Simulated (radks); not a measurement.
Results of a calculation; reference values are marked as such.
Task: Species: Sr2+. Configuration: [Kr]. Code: a radial shooting solver on a logarithmic mesh with Libxc functionals. Model: scalar-relativistic Kohn-Sham, LB94 model potential, spin-unpolarised, spherical densities, finite nucleus; Fermi nuclear charge, rms radius 4.224 fm. Some entries of the table are withheld. Estimate them.

orbital,occ.,eigenvalue (eV),<r> (bohr),<1/r> (bohr^-1)
1s,2,-16059.36,0.03909,39.04
2s,2,-2203.904,0.1720,8.715
2p,6,-1964.624,0.1498,8.527
3s,2,-360.8171,0.4928,2.904
3p,6,-283.4294,(1),2.758
3d,10,-155.2723,0.4952,2.521
4s,2,-61.6039,1.342,1.009
4p,6,-43.2363,(2),0.8637
4d,0,-19.9422,2.340,0.5510
5s,0,-19.8129,3.274,0.4015
5p,0,-15.3410,3.831,(3)
4f,0,-8.2748,5.031,0.2312

Result: 
(1) 3p <r> (bohr): 0.4985
(2) 4p <r> (bohr): 1.545
(3) 5p <1/r> (bohr^-1): 0.3467
